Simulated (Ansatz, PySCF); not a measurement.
Molecule: C$_{2}$HO (charge 0, doublet). It need not be the lowest isomer of its formula. 
Coordinates optimised at B3LYP-D3(BJ)/def2-TZVP (Ansatz, an electronic-structure program):
SMILES: [C]1=CO1
```xyz
4

C     -0.8004    -0.5753    -0.2617
C      0.5133    -0.3778    -0.0381
O      0.0232     0.8049     0.2249
H      1.5373    -0.7205    -0.0007
```
Charge 0, spin multiplicity 2.

Dipole moments at this geometry, in debye (magnitudes).

```csv
level,program,dipole (D)
HF/def2-TZVPD,PySCF,3.20
revPBE/def2-TZVPD,Ansatz,___
TPSS/def2-TZVPD,PySCF,2.97
LC-wPBE/def2-TZVPD,Ansatz,3.06
wB97M-V/def2-TZVPD,Ansatz,2.96
CCSD(T)/aug-cc-pVDZ,Ansatz,___
```

What belongs in the gaps?


- revPBE/def2-TZVPD, dipole (D): 2.93
- CCSD(T)/aug-cc-pVDZ, dipole (D): 2.98
